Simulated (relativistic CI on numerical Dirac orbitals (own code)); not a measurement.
## Zn10+: what numerical and physical settings do to a radial Dirac CI calculation

Reference input:

```
atom Zn  Z=30  charge=10  electrons=20
nucleus A=64  rms_radius_fm=3.9283
hamiltonian dirac-coulomb  breit=on  qed=on  c_scale=1
orbitals kli  potential=per-configuration
slater_scale 1
correlation none
mixing on
grid step=0.0125 r_max=9.3
scf mixing=0.4 start=green max_iterations=150 tolerance=2e-08 node_fill=0.05
configurations
  [Ar] 3d2
  [Ne] 3s2 3p5 3d3
  [Ne] 3s 3p6 3d3
end
```

Computed lowest total energy -1754.61358 Ha, first excitation 3080.2 cm⁻¹, 30 SCF steps. Runs with settings changed; * marks those that are bad on purpose:

```tsv
Changed	Outcome	Lowest level	ΔE (Ha)	First excitation (cm⁻¹)	SCF steps	Message
SCF tolerance 1e-05	converged	3s2.3p6.3d2 3F_2	3.15e-10	3080.2	24	
start potential previous	converged	3s2.3p6.3d2 3F_2	2.11e-11	3080.2	24	
end of the grid at 6.51 bohr, grid step 0.03	converged	3s2.3p6.3d2 3F_2	0.000159	3080.2	30	
Breit term off, start potential previous	converged	3s2.3p6.3d2 3F_2	-0.763	3366.7	24	
SCF tolerance 0.01 *	converged	3s2.3p6.3d2 3F_2	-3.17e-05	3077.8	15	
charge 9 *	refused				0	configuration [Ar] 3d2 has 20 electrons, the ion has 21
```
